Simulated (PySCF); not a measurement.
# Dipole response of K⁺ (potassium, charge +1)

[Ar], closed-shell 1S. Computed with PySCF 2.14 in dyall-av3z, with the non-relativistic Hamiltonian (point nucleus). Coupled (time-dependent) response in atomic units; α is the mean over directions.

```json
{"method": "UHF", "mean α (bohr³)": "5.394", "C₆ (like pair)": "23.09", "S(−4)": "5.316"}
{"method": "PBE", "mean α (bohr³)": "5.650", "C₆ (like pair)": "24.41", "S(−4)": "6.157"}
{"method": "PBE0", "mean α (bohr³)": "5.537", "C₆ (like pair)": "23.81", "S(−4)": "5.787"}
{"method": "r2SCAN0", "mean α (bohr³)": "5.473", "C₆ (like pair)": "23.90", "S(−4)": "5.375"}
{"method": "BLYP", "mean α (bohr³)": "5.703", "C₆ (like pair)": "24.68", "S(−4)": "6.335"}
```

S(−4) is the Cauchy moment in α(ω) = α(0) + S(−4) ω² + …

α(iu) at PBE:

```csv
u (hartree),α(iu) (bohr³)
0,5.650
0.0500,5.635
0.100,5.590
0.200,5.416
0.300,5.154
0.500,4.481
0.750,3.604
1.00,2.856
1.50,1.828
2.00,1.235
3.00,0.6569
5.00,0.2750
```

A single London oscillator, α(iu) = α/(1 + u²/ω²), gives C₆ = (3/4) ω α². Matching the computed C₆ needs ω = 4 × 24.41 / (3 × 5.650²) = 1.02 hartree.

For an ion, C₆ is the dispersion term alone; charge-induced terms of lower order in 1/R come first.
